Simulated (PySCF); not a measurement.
Job file and geometry (Å, from GFN2-xTB) of an NMR shielding run on SMILES CB1[C@@H](C)[SiH2][SiH2][Si@H]1N, C3H14BNSi3, GIAO PBE0/pcSseg-1 NMR shielding, non-relativistic, gas phase (PySCF); density fitting, a coarse starting grid and PySCF grid level 2 are the driver's defaults:

```
$ OMP_NUM_THREADS=1 python probes_run.py task.json out

{"job": {"kind": "nmr", "xc": "PBE0", "basis": "pcSseg-1"}, "charge": 0, "multiplicity": 1}
C     -0.886150     1.497174    -1.273015
B     -0.292065     0.781364     0.003944
C     -1.093732    -0.357450     0.711706
C     -2.590955    -0.471644     0.433064
Si    -0.187331    -2.028262     0.257959
Si     2.021109    -1.401551     0.605165
Si     1.597905     0.930335     0.540841
N      2.523933     1.913888    -0.554053
H     -0.319986     2.369962    -1.594429
H     -1.924108     1.803977    -1.147994
H     -0.884481     0.790366    -2.106367
H     -0.956862    -0.302096     1.800383
H     -2.773970    -0.624223    -0.628372
H     -3.029907    -1.310827     0.972075
H     -3.117192     0.432695     0.740722
H     -0.857526    -3.082045     1.036442
H     -0.552237    -2.341242    -1.136798
H      2.560795    -1.966658     1.852772
H      2.901761    -2.004767    -0.412600
H      1.984169     1.530722     1.834851
H      2.355724     1.824199    -1.542753
H      3.510694     2.035467    -0.394391
```

Q: What does the program print?

A: 
```
coarse grid: 18960 points
cycle   1  E = -1070.0484500422  dE =  5.217e-01  |g| = 5.968e-01  |ddm| = 4.220e+00
cycle   2  E = -1069.9830561127  dE =  6.539e-02  |g| = 7.860e-01  |ddm| = 1.432e+00
cycle   3  E = -1070.1351255205  dE = -1.521e-01  |g| = 7.066e-02  |ddm| = 9.816e-01
cycle   4  E = -1070.1362310534  dE = -1.106e-03  |g| = 3.060e-02  |ddm| = 1.211e-01
cycle   5  E = -1070.1364457991  dE = -2.147e-04  |g| = 7.137e-03  |ddm| = 3.378e-02
cycle   6  E = -1070.1364583933  dE = -1.259e-05  |g| = 2.472e-03  |ddm| = 1.289e-02
cycle   7  E = -1070.1364599350  dE = -1.542e-06  |g| = 3.915e-04  |ddm| = 2.926e-03
final grid: 166816 points
cycle   8  E = -1070.1756267795  dE = -3.762e-05  |g| = 9.087e-03  |ddm| = 3.204e-02
cycle   9  E = -1070.1756130425  dE =  1.374e-05  |g| = 1.177e-02  |ddm| = 2.012e-02
cycle  10  E = -1070.1756465026  dE = -3.346e-05  |g| = 8.881e-04  |ddm| = 1.211e-02
cycle  11  E = -1070.1756466760  dE = -1.734e-07  |g| = 2.556e-04  |ddm| = 1.241e-03
cycle  12  E = -1070.1756466905  dE = -1.453e-08  |g| = 6.145e-05  |ddm| = 2.935e-04
cycle  13  E = -1070.1756466914  dE = -8.745e-10  |g| = 2.389e-05  |ddm| = 1.059e-04
converged SCF energy = -1070.1756466914

GIAO shielding tensors (ppm)
atom      isotropic    diamagn.    paramagn.     s11        s22        s33       span
  0 C      173.724     253.448     -79.724    147.603    175.194    198.375     50.772
  1 B       -8.738     195.480    -204.218    -86.886    -62.221    122.894    209.780
  2 C      146.401     259.126    -112.725    103.956    148.971    186.276     82.320
  3 C      169.316     245.211     -75.895    159.913    163.171    184.865     24.952
  4 Si     404.085     882.051    -477.966    360.297    372.148    479.810    119.513
  5 Si     481.878     882.214    -400.337    450.242    480.283    515.109     64.867
  6 Si     402.346     880.292    -477.946    306.652    388.651    511.735    205.084
  7 N      267.946     316.251     -48.305    235.567    254.855    313.416     77.850
  8 H       29.651      31.632      -1.981     24.849     29.533     34.571      9.722
  9 H       30.125      31.363      -1.239     24.799     30.351     35.224     10.425
 10 H       30.913      32.282      -1.369     27.072     29.662     36.005      8.933
 11 H       29.411      34.499      -5.088     24.570     31.069     32.593      8.023
 12 H       30.447      30.964      -0.517     27.216     29.006     35.120      7.904
 13 H       30.379      29.328       1.051     25.184     29.181     36.772     11.588
 14 H       30.138      29.847       0.291     25.685     27.299     37.431     11.746
 15 H       27.438      30.546      -3.108     24.037     25.740     32.535      8.498
 16 H       27.932      31.194      -3.261     24.951     26.718     32.129      7.178
 17 H       28.263      30.388      -2.125     24.894     25.866     34.030      9.135
 18 H       28.434      30.435      -2.001     25.386     25.617     34.298      8.912
 19 H       25.934      29.513      -3.579     21.822     26.396     29.585      7.762
 20 H       32.146      32.674      -0.527     24.170     29.674     42.595     18.425
 21 H       31.914      28.757       3.157     23.498     28.456     43.789     20.291
```

Size and cost of the density-fitted run: 227 basis functions, 98 s wall time on 1 thread of an Arm Neoverse N1, shared host; peak memory 1.1 GiB.
